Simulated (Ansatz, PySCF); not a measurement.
Reaction (SMILES): [F][Rb] → [F][Rb] as doublet, charge +1 + e-

Property: adiabatic ionisation energy (0 K, with zero-point energies), in eV. Set-up: def2 sets with scalar-relativistic core potentials past Kr; STO-3G and 3-21G all-electron and non-relativistic; LANL2DZ with its own core potentials from Na on; frozen cores in correlated levels (noble-gas shells and the d and f shells of earlier blocks; the outer core of K, Ca and congeners matters and is frozen too); spin-orbit terms left out; open shells spin-unrestricted; 6-31G* and kin with 6d, 5d where marked. First-principles rows: single points at B3LYP-D3(BJ) geometries (Ansatz, a first-principles code), with unscaled harmonic terms from B3LYP/6-31G* (LANL2DZ past Ar) at its own minima. The spin state of an ion or metal species was assumed, not searched.

```tsv
level	program	adiabatic ionisation energy (0 K, with zero-point energies) (eV)
HF/STO-3G	Ansatz	-0.79
HF/6-31G* with LANL2DZ past Ar	Ansatz	5.31
PBE/STO-3G	Ansatz	3.17
PBE/6-31G* with LANL2DZ past Ar	Ansatz	7.56
BLYP/6-31G* with LANL2DZ past Ar	Ansatz	7.47
BP86/def2-SVP	PySCF	8.79
BP86/6-31G* with LANL2DZ past Ar (5d)	PySCF	7.62
B3LYP/def2-SVP	Ansatz	8.54
B3LYP/6-31G* with LANL2DZ past Ar	Ansatz	7.34
MP2/STO-3G	Ansatz	-0.17
MP2/3-21G	Ansatz	5.29
MP2/LANL2DZ	Ansatz	7.37
MP2/6-31G* with LANL2DZ past Ar	Ansatz	6.87
B3LYP-D3(BJ)/def2-TZVPD	Ansatz + dftd3	9.03
B2PLYP-D3(BJ)/def2-TZVPD	Ansatz + dftd3	8.87
```

No value to compare with is used here. The 13 habitual levels span -0.79 (HF/STO-3G) to 8.79 eV (BP86/def2-SVP); B2PLYP-D3(BJ)/def2-TZVPD gives 8.87.

The levels are drawn from those run, B3LYP/6-31G* more often than the rest, none by its result; runs whose electronic state is in doubt are left out.
